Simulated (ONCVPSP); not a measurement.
## Cutoff test, titanium (Ti), ONCV

ONCVPSP 4.0.1 input, shortened (lines: element, Z, core and valence counts, functional; n l f; lmax; l rc ep ncon nbas qcut; lloc lpopt rc5 dvloc0; l nproj debl; icmod fcfact rcfact), LDA (Perdew-Wang 92), scalar-relativistic:

```
  Ti 22.00    3    5  -001012      upf
    1    0    2.00
    2    0    2.00
    2    1    6.00
    3    0    2.00
    3    1    6.00
    3    2    2.00
    4    0    1.75
    4    1    0.25
    2
    0    1.35    0.00    3    6    6.80
    1    1.65    0.00    4    7    7.90
    2    1.50    0.00    4    9    9.60
    4    5    1.20    2.00
    0    2    3.90
    1    2    3.80
    2    1    2.00
    1    0.55    0.00
```

Q: For each optimised wave give the share of its norm inside rc, the residual kinetic energy above qcut (Ha) and the cutoffs (Ha) for errors of 10, 1, 0.1 and 0.01 mHa per electron.

A:

```tsv
wave	norm inside rc	residual KE	10 mHa	1 mHa	0.1 mHa	0.01 mHa
3s	0.831	1.9e-04	14.1	19.5	34.5	83.1
4s	0.035	5.8e-05	4.8	16.6	22.0	38.6
3p	0.894	7.7e-07	15.6	20.4	24.6	27.8
4p	0.022	4.8e-08	9.1	14.8	19.7	24.0
3d	0.565	9.0e-06	29.5	36.2	41.2	47.1
```

The occupied waves need 36 Ha and 41 Ha for 1 and 0.1 mHa.
